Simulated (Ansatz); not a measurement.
Name a neutral molecule of N, O, P, Si and H with ideal-gas entropy at 298 K and 1 bar (rigid rotor, harmonic PBE0-D4/def2-TZVP) between 293 and 309 J/(mol·K) and LUMO energy (B3LYP/def2-TZVPP) between -1.40 and -1.10 eV (Ansatz, PBE0-D4/def2-TZVP geometry).

`N1[SiH2]OP1` (297 J/(mol·K), -1.18 eV). Other molecules can fit too; these were computed, each in one conformer that needn't be the lowest.

B3LYP here is the variant with VWN-RPA as its local correlation; programs differ in this.
